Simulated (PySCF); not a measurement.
Members of one series of related molecules.

All values: CAM-B3LYP/def2-SVPD (PySCF) at GFN2-xTB geometries, gas phase, one conformer each. Core orbitals are frozen in the response; Δα² is half the sum of the squared differences of the principal polarisabilities.

**Question.** Rank by HOMO–LUMO gap, lowest first.
A. `C=C[C@H](C)O[SiH2]C#N`
B. `C(CO[SiH2]C#N)=C`
C. `C=C[C@@H](C=O)O[SiH2]C#N`

**Answer.** C (8.82 eV), B (9.21 eV), A (9.60 eV).

**Question.** Rank by mean static polarisability, lowest first.
A. `C([C@H](C)O[SiH2]C#N)=C`
B. `C=CCO[SiH2]C#N`
C. `N#C[C@H](C=C)O[SiH2]C#N`

**Answer.** B (11.58 Å³), A (13.22 Å³), C (13.48 Å³).

**Question.** Rank by dipole moment, highest first.
A. `[CH2:1]=[CH:2][C@H:3]([CH3:4])[O:5][SiH2:6][C:7]#[N:8]` with C1–C2–C3–C4 -119°, C2–C3–O5–Si6 -50°, C3–O5–Si6–C7 62°
B. `[CH2:1]=[CH:2][C@@H:3]([CH:4]=[O:5])[O:6][SiH2:7][C:8]#[N:9]` with C1–C2–C3–C4 -116°, C2–C3–C4–O5 115°, C2–C3–O6–Si7 -108°, C3–O6–Si7–C8 -73°
C. `[CH2:1]=[CH:2][C@@H:3]([C:4]#[N:5])[O:6][SiH2:7][C:8]#[N:9]` with C1–C2–C3–C4 102°, C2–C3–O6–Si7 171°, C3–O6–Si7–C8 -57°

**Answer.** B (5.96 D), A (3.52 D), C (2.96 D).

All values together:

```
                  SMILES                  change    formula  μ (D)  HOMO (eV)  LUMO (eV)  α (Å³)  Δα (Å³)  electrons  α per electron (Å³)
          C=CCO[SiH2]C#N                  parent   C4H7NOSi   3.41      -9.17       0.05   11.58     4.42         60                0.193
C=C[C@@H](C#N)O[SiH2]C#N   H on C replaced by CN  C5H6N2OSi   2.96     -10.04      -0.38   13.48     2.62         72                0.187
   C=C[C@H](C)O[SiH2]C#N  H on C replaced by CH3   C5H9NOSi   3.52      -9.43       0.16   13.22     2.72         68                0.194
C=C[C@@H](C=O)O[SiH2]C#N  H on C replaced by CHO  C5H7NO2Si   5.96      -9.49      -0.67   13.38     4.98         74                0.181
```

Conformers: `[CH2:1]=[CH:2][CH2:3][O:4][SiH2:5][C:6]#[N:7]` with C1–C2–C3–O4 -1°, C2–C3–O4–Si5 157°, C3–O4–Si5–C6 62°; `[CH2:1]=[CH:2][C@@H:3]([C:4]#[N:5])[O:6][SiH2:7][C:8]#[N:9]` with C1–C2–C3–C4 102°, C2–C3–O6–Si7 171°, C3–O6–Si7–C8 -57°; `[CH2:1]=[CH:2][C@H:3]([CH3:4])[O:5][SiH2:6][C:7]#[N:8]` with C1–C2–C3–C4 -119°, C2–C3–O5–Si6 -50°, C3–O5–Si6–C7 62°; `[CH2:1]=[CH:2][C@@H:3]([CH:4]=[O:5])[O:6][SiH2:7][C:8]#[N:9]` with C1–C2–C3–C4 -116°, C2–C3–C4–O5 115°, C2–C3–O6–Si7 -108°, C3–O6–Si7–C8 -73°.

**Question.** Give the shifts from the parent, `C=CCO[SiH2]C#N`.

**Answer.** 
```tsv
SMILES	change in μ (D)	change in HOMO (eV)	change in LUMO (eV)	change in mean α (Å³)
C=C[C@@H](C#N)O[SiH2]C#N	-0.45	-0.87	-0.43	+1.90
C=C[C@H](C)O[SiH2]C#N	+0.11	-0.26	+0.11	+1.64
C=C[C@@H](C=O)O[SiH2]C#N	+2.55	-0.32	-0.72	+1.80
```
